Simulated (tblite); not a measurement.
Species: C4H17NSi3.
Atom-mapped SMILES: `[CH3:1][C@H:2]([SiH2:3][NH:4][SiH3:5])[SiH:6]([CH3:7])[CH3:8]` (hydrogens: H9, H10, H11 on C1; H12 on C2; H13, H14 on Si3; H15 on N4; H16, H17, H18 on Si5; H19 on Si6; H20, H21, H22 on C7; H23, H24, H25 on C8)

Structure optimised with GFN2-xTB, isolated species.

What internal coordinates does the optimisation give?

| bond | length (pm) |
| --- | --- |
| C1–C2 | 152.9 |
| C2–Si3 | 190.3 |
| Si3–N4 | 173.1 |
| N4–Si5 | 172.6 |
| C2–Si6 | 191.5 |
| Si6–C7 | 190.0 |
| Si6–C8 | 190.5 |
| C1–H9, C1–H10, C1–H11 | 108.9 |
| C2–H12 | 109.5 |
| Si3–H13 | 147.4 |
| Si3–H14 | 146.3 |
| N4–H15 | 100.7 |
| Si5–H16, Si5–H17 | 146.2 |
| Si5–H18 | 147.0 |
| Si6–H19 | 147.8 |
| C7–H20, C7–H21, C7–H22 | 108.6 |
| C8–H23, C8–H24, C8–H25 | 108.6 |

Bonds in one row agree within 1 pm and their mean is given. A selection of angles:
| angle | degrees |
| --- | --- |
| C2–C1–H9 | 110.8 |
| H9–C1–H10 | 108.2 |
| C1–C2–Si3 | 109.7 |
| C1–C2–Si6 | 112.5 |
| C1–C2–H12 | 107.1 |
| Si3–C2–Si6 | 113.1 |
| Si3–C2–H12 | 107.3 |
| Si6–C2–H12 | 106.8 |
| C2–Si3–N4 | 109.3 |
| C2–Si3–H13 | 109.7 |
| C2–Si3–H14 | 111.6 |
| N4–Si3–H13 | 109.4 |
| N4–Si3–H14 | 107.4 |
| H13–Si3–H14 | 109.4 |
| Si3–N4–Si5 | 131.3 |
| Si3–N4–H15 | 114.2 |
| Si5–N4–H15 | 114.3 |
| N4–Si5–H16 | 107.5 |
| N4–Si5–H18 | 110.9 |
| H16–Si5–H17 | 111.8 |
| H16–Si5–H18 | 109.4 |
| C2–Si6–C7 | 110.8 |
| C2–Si6–C8 | 110.4 |
| C2–Si6–H19 | 109.0 |
| C7–Si6–C8 | 109.2 |
| C7–Si6–H19 | 109.5 |
| C8–Si6–H19 | 107.9 |
| Si6–C7–H20 | 111.6 |
| Si6–C7–H21 | 110.4 |
| H20–C7–H21 | 107.7 |
| Si6–C8–H23 | 111.6 |
| H23–C8–H24 | 107.7 |

Torsions: C1–C2–Si3–N4 -174° (antiperiplanar); C2–Si3–N4–Si5 136° (anticlinal); C1–C2–Si6–C7 78° (synclinal).

N4 (nitrogen bridging silicon atoms) is planar (angles 131.3°, 114.3° and 114.2°, sum 359.7°, 0.04 Å off the plane of its three neighbours). Si5 (SiH3 silicon) is tetrahedral (angles from 106.9° to 111.8°). Of the pairs four or more bonds apart, Si3···H21 is among the closest relative to their van der Waals radii: 3.26 Å, 99 % of the sum of Bondi's values. Si3 (SiH2 silicon) is tetrahedral (angles from 107.4° to 111.6°). Si6 (SiH silicon) is tetrahedral (angles from 107.9° to 110.8°).

Point group: C1 (no symmetry element, even within 0.4 Å). GFN2-xTB frequencies show an imaginary mode (35i cm⁻¹), so the point is no minimum at that level. 3 starts were optimised and ended at 0.00, 0.31 and 0.84 kcal/mol (GFN2-xTB); the lowest of these is shown.

The numbers are calculated, not measured.
